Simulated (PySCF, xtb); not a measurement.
AlGe2H7, SMILES [GeH3][AlH][GeH3].

xtb 6.7.1 with GFN2-xTB at its own geometry gives an orbital gap of 3.59 eV and a dipole moment of 0.48 D.

Geometry optimised at r2SCAN-D4/def2-SVP. The structure was generated by enumeration; whether it is a known compound was not checked.

**Question.** What does PySCF with M06-2X/def2-TZVP give? (Estimate from the structure and the level; the computed values follow.)

**Answer.** gap 6.39 eV (levels -8.18 and -1.79 eV), dipole 0.44 D.
